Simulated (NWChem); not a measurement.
System: ZnBrF; SMILES [F][Zn][Br]

```xyz
3

Zn    -0.2153     0.7148     0.0000
F     -0.5486     2.4215     0.0000
Br     0.2101    -1.4638     0.0000
```
Atoms are numbered in this order, from 1.

Level: PBE0/def2-SVP (NWChem), optimised geometry, unscaled harmonic frequencies. This build's default masses of Se (78.918 u) and Br (79.917 u) are each other's, which moves their modes by up to 0.6 %.

| frequency (cm⁻¹) | IR intensity (km/mol) |
|---|---|
| 115 | 25.3 |
| 115 | 25.3 |
| 303 | 6.5 |
| 710 | 73.9 |

```json
{
 "zero_point_energy": "1.8 kcal/mol",
 "thermal correction to the enthalpy at 298.15 K (with zero-point energy)": "5.1 kcal/mol",
 "heat capacity Cv": "11.3 cal/(mol K)",
 "entropy at 298.15 K and 1 atm (symmetry number 1)": "67.7 cal/(mol K)",
 "dipole_moment": "0.57 D"
}
```

Rigid rotor and harmonic oscillator.
